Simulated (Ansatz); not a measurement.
A nudged elastic band was laid between two geometries of CH5LiMgSi (9 atoms, charge 0, multiplicity 1).

These are results of RKS BLYP/def2-SVP in Ansatz 0.2.0, not measurements.

```json
{"movable images": "7", "climbing image": "yes", "spring": "5.0 eV/Å²", "optimiser": "quadratic models (default)", "start path": "through a guess of the saddle point", "force threshold": "0.05 eV/Å", "iteration limit": "59", "end points": "relaxed"}
```

Initial state:

```xyz
9
Properties=species:S:1:pos:R:3
Li 1.754 -2.310 -3.756
Mg 1.113 -0.753 -1.555
C 0.658 0.482 0.157
Si -1.035 0.255 0.930
H 1.441 0.289 0.927
H 0.779 1.545 -0.156
H -2.132 0.530 -0.071
H -1.235 -1.167 1.397
H -1.343 1.128 2.127
```

Final state:

```xyz
9
Properties=species:S:1:pos:R:3
Li 2.213 -2.801 -3.124
Mg 1.220 -0.864 -1.409
C 0.477 0.676 -0.089
Si -1.016 0.235 0.954
H 1.316 0.977 0.580
H 0.238 1.566 -0.716
H -1.533 1.323 1.870
H -2.188 -0.163 0.088
H -0.727 -0.949 1.846
```

(1) What changes between the two ends?

(2) Give the energies along the band, and the barrier.

(3) What is the geometry of the highest image?

(4) What are the harmonic wavenumbers there?

Results:

(1) No bond is made or broken. The dihedral Mg2–C3–Si4–H7 goes from -59 to -180°. The two ends are copies of one structure, up to a mirror image or an exchange of like atoms.

(2) It converged. The highest image is number 4 of 0 to 8, 0.062 eV above the ends, which have the same energy within 2 meV. A vibrational analysis at the climbing image gives one clearly imaginary mode, 141i cm⁻¹: a first-order saddle point.

```tsv
image	path coordinate (Å)	energy (eV)	dihedral Mg2–C3–Si4–H7 (°)
0	0.00	0.000	-59
1	0.55	0.007	-73
2	1.10	0.026	-88
3	1.65	0.050	-103
4	2.20	0.062	-119
5	2.75	0.050	-135
6	3.29	0.027	-150
7	3.84	0.007	-165
8	4.38	0.000	-180
```

(3) 
```xyz
9
Properties=species:S:1:pos:R:3
Li 2.019 -2.724 -3.302
Mg 1.212 -0.848 -1.428
C 0.589 0.613 0.031
Si -1.048 0.257 0.896
H 1.393 0.705 0.796
H 0.529 1.604 -0.473
H -2.088 1.326 0.661
H -1.701 -1.029 0.430
H -0.905 0.094 2.389
```

(4) 141i, 66, 96, 144, 312, 415, 451, 573, 655, 709, 838, 906, 919, 948, 952, 1330, 2074, 2114, 2117, 2938, 2990 cm⁻¹.

Time of the run: 2.9 min on 1 thread of Intel(R) Xeon(R) Platinum 8259CL CPU @ 2.50GHz (Skylake/Cascade Lake), on a shared host, peak memory 0.14 GiB.
